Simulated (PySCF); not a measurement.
Magnetic susceptibility: `CCCc1ccc2c(c1)CCCC2`, C₁₃H₁₈

Geometry:
```
atom   x (Å)   y (Å)   z (Å)
  C1   4.869   0.418  -0.065
  C2   3.382   0.407  -0.396
  C3   2.633  -0.649   0.423
  C4   1.171  -0.659   0.084
  C5   0.681  -1.457  -0.942
  C6  -0.663  -1.442  -1.255
  C7  -1.558  -0.633  -0.564
  C8  -1.077   0.178   0.460
  C9   0.279   0.155   0.765
 C10  -1.984   1.102   1.228
 C11  -3.454   0.722   1.090
 C12  -3.787   0.520  -0.383
 C13  -3.020  -0.686  -0.913
 H14   5.315  -0.550  -0.284
 H15   5.388   1.175  -0.648
 H16   5.023   0.632   0.991
 H17   2.951   1.390  -0.190
 H18   3.241   0.202  -1.459
 H19   3.067  -1.630   0.217
 H20   2.767  -0.435   1.486
 H21   1.356  -2.096  -1.492
 H22  -1.034  -2.074  -2.051
 H23   0.644   0.786   1.564
 H24  -1.692   1.108   2.281
 H25  -1.839   2.120   0.848
 H26  -4.080   1.506   1.521
 H27  -3.649  -0.204   1.636
 H28  -4.860   0.363  -0.515
 H29  -3.505   1.414  -0.944
 H30  -3.135  -0.762  -1.997
 H31  -3.443  -1.599  -0.479
```

Computed with GIAO CAM-B3LYP/pcSseg-1 magnetisability, rotational g tensor and spin-rotation constants, non-relativistic, gas phase (PySCF 2.14.0). Geometry: GFN2-xTB.

Q: How diamagnetic is it, and how anisotropic?

A: Isotropic -2160 × 10⁻³⁰ J/T², or -130.1 × 10⁻⁶ cm³/mol; principal values -2759, -1947, -1774 × 10⁻³⁰ J/T², anisotropy 911 × 10⁻³⁰ J/T² (root of half the summed squared differences of the principal values). The susceptibility is in cgs units.

Q: Split it along the inertial axes a, b, c into diamagnetic and paramagnetic parts about the centre of mass, with the quadrupole moment.

A: 
```tsv
axis	χ (10⁻⁶ cm³/mol)	diamagnetic (10⁻⁶ cm³/mol)	paramagnetic (10⁻⁶ cm³/mol)	summed x² of all electrons (Å²)	quadrupole Θ (D Å)
a	-118.7	-795.8	677.1	755.7	+3.67
b	-107.1	-3402.8	3295.7	141.2	+3.08
c	-164.4	-3805.0	3640.6	46.4	-6.75
```
Anisotropies 2χaa − χbb − χcc = +34.2 and 2χbb − χaa − χcc = +68.8 × 10⁻⁶ cm³/mol. Θ is traceless in Buckingham's convention.

Q: And the rotational g tensor?

A: 
```tsv
axis	rotational constant (GHz)	g	nuclear part	electronic part
a	2.0477	-0.0238	0.6275	-0.6514
b	0.3873	-0.0066	0.5931	-0.5997
c	0.3440	+0.0044	0.5928	-0.5884
```
Asymmetric top; isotopes 12C, 1H; no vibrational averaging.
